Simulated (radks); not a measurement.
Initial-state core-level shifts of the osmium ion Os+ when its valence configuration changes from [Xe] 4f14 5d6 6s1. All-electron calculation, Dirac Kohn-Sham, PBEsol, spin-unpolarised, spherical densities, finite nucleus; open shells fill j = l - 1/2 first; Fermi nuclear charge, rms radius 5.4126 fm. Program: a radial shooting solver on a logarithmic mesh with Libxc functionals. Shifts are changes of the shell-averaged eigenvalues in eV (positive: less bound); the change of the density at the nucleus, which sets a Mossbauer isomer shift, is in e/bohr^3, on a base of 1.673e+06.

| valence | 1s | 2s | 4s | 5s | density at nucleus |
|---|---|---|---|---|---|
| 4f13.5 5d6 6s1 6p0.5 | -7.411 | -7.975 | -8.066 | -4.247 | +69.8 |
| 4f14 5d6 6s0.5 6p0.5 | -0.638 | -0.628 | -0.635 | -0.634 | -55.9 |
| 4f13 5d6 6s1 6p1 | -15.093 | -16.252 | -16.381 | -8.586 | +143.3 |
| 4f14 5d5 6s2 | -2.912 | -3.072 | -3.022 | -2.906 | +144.8 |
| 4f14 5d6 6p1 | -1.263 | -1.243 | -1.257 | -1.255 | -113.3 |
| 4f13.5 5d6 6p1.5 | -8.652 | -9.198 | -9.303 | -5.479 | -51.5 |
| 4f14 5d6.5 6s0.5 | +1.356 | +1.429 | +1.412 | +1.371 | -64.9 |
| 4f13 5d6 6s2 | -13.829 | -15.004 | -15.119 | -7.333 | +266.3 |
| 4f13.5 5d5.5 6s1 6p1 | -9.570 | -10.211 | -10.278 | -6.380 | +84.4 |
